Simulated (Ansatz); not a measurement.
Start from `Oc1cccc(O)c1` and change one atom or group to get `CC(C)c1cccc(O)c1`.

Ansatz, PBE0-D4/def2-TZVP geometries, multiplicity 1. Each molecule was computed in one conformer, which needn't be the lowest.

| property | `Oc1cccc(O)c1` |
| --- | --- |
| HOMO energy (PBE/def2-TZVPP) / eV | -5.26 |
| LUMO energy (PBE/def2-TZVPP) / eV | -0.94 |
| HOMO–LUMO gap (PBE/def2-TZVPP) / eV | 4.32 |
| LUMO energy (B3LYP/def2-TZVPP) / eV | -0.28 |
| HOMO–LUMO gap (PBE0/def2-TZVPP) / eV | 6.26 |
| HOMO energy (PBE0/def2-TZVPP) / eV | -6.33 |

(1) What does the change do to each property? (Estimate.)

## Answers

(1) Computed: 
| property | `CC(C)c1cccc(O)c1` | shift |
| --- | --- | --- |
| HOMO energy (PBE/def2-TZVPP) / eV | -5.35 | -0.09 |
| LUMO energy (PBE/def2-TZVPP) / eV | -0.99 | -0.05 |
| HOMO–LUMO gap (PBE/def2-TZVPP) / eV | 4.36 | 0.04 |
| LUMO energy (B3LYP/def2-TZVPP) / eV | -0.29 | -0.01 |
| HOMO–LUMO gap (PBE0/def2-TZVPP) / eV | 6.29 | 0.03 |
| HOMO energy (PBE0/def2-TZVPP) / eV | -6.39 | -0.06 |

B3LYP here is the variant with VWN-RPA as its local correlation; programs differ in this.
